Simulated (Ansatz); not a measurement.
`FC([SiH3])S` + `C[NH][GeH3]` → `C[N]([SiH3])[GeH3]` + `FCS` at 600 K and 1 bar (ligand exchange at the Si–C bond).

Computed with Ansatz on PBE0-D4/def2-TZVP structures; ΔE is electronic, products minus reactants. CCSD(T)/CBS adds triple-zeta CCSD(T) − MP2 to the extrapolated MP2 energy (def2 sets, frozen cores). For Ge outer-core shells are correlated without core-valence functions, which leaves a few kJ/mol of doubt a bond. Scalar relativity is left out up to krypton. One conformer a species, not always the lowest.

```csv
species,CCSD(T)/CBS energy (Eh),H − E (kJ/mol),S (J/(mol·K))
`FC([SiH3])S`,-827.68200,196.6,405.2
`C[NH][GeH3]`,-2173.06430,253.9,386.3
`C[N]([SiH3])[GeH3]`,-2463.36560,313.2,474.0
`FCS`,-537.40796,138.0,320.3
```

H − E and S are ideal-gas, rigid-rotor, harmonic terms from PBE0-D4/def2-TZVP, for one conformer and one mirror image of each species. 1 Eh = 2625.50 kJ/mol, R = 8.31446 J/(mol·K).

**Question.** By hand: ΔE, ΔH, ΔS and ΔG.

**Answer.** ΔE = (-2463.36560) + (-537.40796) − (-827.68200) − (-2173.06430) = -0.02726 Eh = -71.6 kJ/mol. Δ(H − E) = 313.2 + 138.0 − 196.6 − 253.9 = 0.7, so ΔH = -70.9 kJ/mol. ΔS = 474.0 + 320.3 − 405.2 − 386.3 = 2.8 J/(mol·K). ΔG = -70.9 − 600 × (2.8)/1000 = -72.6 kJ/mol.

**Question.** By hand: the equilibrium constant, and the temperature at which ΔG would vanish if ΔH and ΔS stayed fixed.

**Answer.** log₁₀ K = −ΔG/(RT ln 10) = 6.3. ΔH and −TΔS have one sign here, so there is no such temperature. One of them is within its doubt of zero, so this could turn.

The number of gas molecules stays the same, so ΔS is small and ΔH decides. A doubt of 5 kJ/mol in ΔE shifts log₁₀ K by 0.4 here. Other conformers and mirror images would add mixing entropy, several J/(mol·K) or more a flexible species. These are equilibria of isolated gas molecules and say nothing of rates. Largest T1 diagnostic: 0.012 (customary marks: 0.02 for closed shells, 0.045 for open ones).
